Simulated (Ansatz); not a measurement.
Ideal-gas functions of H$_{3}$NO$_{3}$W, SMILES `[NH2][W](=[O])(=[O])[OH]` at 500 K and 1 bar, from an Ansatz frequency run at PBE0-D4/def2-TZVP.

Molar mass 248.87 g/mol, point group C1 (symmetry number 1), electronic degeneracy 1, moments of inertia 135.253, 153.825, 158.009 u Å². Harmonic wavenumbers (cm⁻¹, unscaled): 177, 213, 224, 249, 257, 333, 355, 458, 611, 677, 719, 730, 1006, 1050, 1549, 3586, 3687, 3912.

Use S(trans) = R[1.5 ln M + 2.5 ln T − 1.1517]; rotational temperatures θ = 24.2544 K / I; S(rot) = R[ln(√π/σ · √(T³/θAθBθC)) + 1.5]; for each mode x = 1.438777 ν̃/T, S = R[x/(eˣ − 1) − ln(1 − e⁻ˣ)] and H = RT x/(eˣ − 1); 1 cm⁻¹ = 0.0119627 kJ/mol; R = 8.31446 J/(mol·K).

Q: By hand: the entropy, in J/(mol·K).

A: Translation 188.4. Rotation: θ = 0.1793, 0.1577, 0.1535 K, giving 117.4. Vibration, mode by mode: 14.01, 12.51, 12.11, 11.26, 11.01, 8.98, 8.49, 6.60, 4.62, 3.97, 3.61, 3.52, 1.88, 1.70, 0.53, 0.00, 0.00, 0.00, in all 104.8. Electronic 0.0. Sum 410.6 J/(mol·K).

Q: By hand: H − E and G − E in kJ/mol, counted from the electronic energy.

A: Zero-point energy ½ × 19793 × 0.0119627 = 118.4; thermal vibration 28.6; translation, rotation and pV give 4 RT = 16.6. H − E = 163.6 kJ/mol, and G − E = 163.6 − 500 × 410.6/1000 = -41.7 kJ/mol.

Vibration gives 26 % of the entropy. The sum counts one conformer and one mirror image; others add a mixing term.
